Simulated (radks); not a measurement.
Results of a calculation; reference values are marked as such.
Trend from La4+ to Lu4+: ionisation energy by Delta-SCF between NIST ground configurations, and size. Code: a radial shooting solver on a logarithmic mesh with Libxc functionals. Model: scalar-relativistic Kohn-Sham, r2SCAN, spin-polarised, spherical densities, finite nucleus; open shells are filled with parallel spins first (spin-orbit coupling, left out, can overturn this in heavy ions); meta-GGA in the generalised Kohn-Sham scheme; Fermi nuclear charge, rms radius of each element as measured or else 0.836 A^(1/3) + 0.57 fm.

species      configuration  IE (eV)  NIST (eV)       kind  -e(HOMO) (eV)  outermost  <r> outermost (bohr)  r at 0.001 e/bohr^3 (bohr)
La4+     [Kr] 4d10 5s2 5p5   62.678         62  semi-emp.    56.837 (5p)         5p                  1.71                        3.34
Ce4+                  [Xe]   66.821       65.6  semi-emp.    60.616 (5p)         5p                  1.64                        3.29
Pr4+              [Xe] 4f1   58.541      57.53  semi-emp.    48.440 (4f)         5p                  1.61                        3.25
Nd4+              [Xe] 4f2   69.155          -               50.208 (4f)         5p                  1.58                        3.21
Pm4+              [Xe] 4f3   70.254          -               51.824 (4f)         5p                  1.56                        3.18
Sm4+              [Xe] 4f4   63.899       62.7  semi-emp.    53.310 (4f)         5p                  1.53                        3.14
Eu4+              [Xe] 4f5   72.353          -               54.678 (4f)         5p                  1.51                        3.11
Gd4+              [Xe] 4f6   73.363          -               55.941 (4f)         5p                  1.49                        3.08
Tb4+              [Xe] 4f7   74.353          -               57.108 (4f)         5p                  1.47                        3.05
Dy4+              [Xe] 4f8   75.907          -               50.698 (4f)         5p                  1.44                        3.02
Ho4+              [Xe] 4f9   77.400          -               52.164 (4f)         5p                  1.41                        2.99
Er4+             [Xe] 4f10   78.849          -               53.520 (4f)         5p                  1.39                        2.96
Tm4+             [Xe] 4f11   80.265          -               54.777 (4f)         5p                  1.36                        2.93
Yb4+             [Xe] 4f12   81.655          -               55.945 (4f)         5p                  1.34                        2.91
Lu4+             [Xe] 4f13   68.446       66.8  semi-emp.    57.031 (4f)         5p                  1.32                        2.88

Reference values: NIST Atomic Spectra Database (exp. = measured, semi-emp. = semi-empirical, theory = theoretical value adopted there). Open shells are spherical and high-spin; term and fine-structure splittings are not resolved. Spin-orbit splitting is averaged out at the scalar-relativistic level. No tabulated value is given for the 4+ ions of Nd, Pm and Eu to Yb, where it belongs to another shell than the one emptied here.
